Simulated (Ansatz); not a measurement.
C2H4BClO2, SMILES `C=COB(O)Cl`, relaxed with RKS PBE0-D4/def2-TZVP in Ansatz 0.2.0 from a PBE-D4/def2-SVP geometry. The force threshold is 0.005 eV/Å; the program also tests the step.

Charge 0, multiplicity 1.

Start:

```xyz
10

C     1.429    1.532   -0.529
C     0.362    0.736   -0.362
O     0.457   -0.450    0.326
B    -0.620   -1.256    0.561
O    -1.866   -0.921    0.123
Cl   -0.324   -2.761    1.467
H     2.412    1.260   -0.117
H     1.322    2.475   -1.081
H    -0.641    0.973   -0.756
H    -2.532   -1.587    0.367
```

(1) By how much does the energy fall, and how many steps does the optimiser take? (Estimate.)

(2) Which bonds change most? (Best estimate.)

(3) Give the relaxed structure. (Estimate.)

## Answers

(1) Ansatz gave: 0.05 eV, in 7 steps.

(2) The calculation gave: C1–C2 from 1.341 to 1.321 Å; C2–H9 from 1.104 to 1.085 Å; C1–H7 from 1.100 to 1.083 Å; C1–H8 from 1.098 to 1.081 Å.

(3) The calculation gave: 
```xyz
10

C     1.413    1.512   -0.531
C     0.356    0.742   -0.341
O     0.457   -0.436    0.346
B    -0.608   -1.242    0.562
O    -1.842   -0.923    0.107
Cl   -0.323   -2.734    1.466
H     2.388    1.237   -0.150
H     1.306    2.438   -1.078
H    -0.636    0.983   -0.706
H    -2.510   -1.577    0.325
```
